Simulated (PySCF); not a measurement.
**Structure elucidation problem**

An unknown has the formula C$_{4}$HF$_{7}$O$_{2}$. Its calculated NMR data are:

$^{1}$H NMR (400 MHz, computed): δ 6.92 (br s, 1H).

$^{13}$C{$^{1}$H} NMR (computed): δ 163.9 (C), 127.2 (C), 116.7 (C), 116.2 (C).

- GFN2-xTB geometry
- shielding tensors at PBE0/pcSseg-1 (GIAO)
- program: PySCF 2.14
- non-relativistic Hamiltonian, one averaged value for each set of equivalent atoms, one computed conformer, gas phase

δ = σ(ref) − σ, references computed at the same level: $^{1}$H (σref 31.72) and $^{13}$C (σref 186.93) against TMS.

What is the structure?

Results:


- The formula gives 1 degree of unsaturation (no ring in the answer).
- 4 carbon signals for 4 carbons: no two carbons are equivalent.
- Carbon types of the structure: 4 × C, leaving 1 H on heteroatoms.
- δC 163.9: carboxylic acid carbon; it is a carbonyl in resonance with an O or N lone pair, the region of acids, esters and amides.
- δC 127.2: CF3 carbon; 3 electronegative neighbours deshield it.
- δC 116.7: fully substituted sp3 carbon bonded to 2 F; 2 electronegative neighbours deshield it.
- δC 116.2: fully substituted sp3 carbon bonded to 2 F, α to a carbonyl; 2 electronegative neighbours deshield it.
- δH 6.92: hydrogen on an acid hydroxyl oxygen; labile proton, position sensitive to the medium.

These data were computed for heptafluorobutyric acid.

The shifts were computed for this structure.

The OH or NH signal is concentration- and solvent-dependent in practice; the value given is the gas-phase one. Splittings by $^{19}$F in the carbon and heteronuclear signals aren't shown, as no couplings were computed. Shifts are as computed. Against solution values, carbons near 30 ppm lie about +3 ppm off and those near 130 ppm about +5 ppm. Of 1211 compounds with measured shifts, 218 miss one by over three times the rms of a fit or turn the order of signals round; such compounds aren't used in these exercises. The C=O carbon of an acid or of an amide with N–H lies up to 10 ppm further downfield in solution, through hydrogen bonding that the calculation lacks.
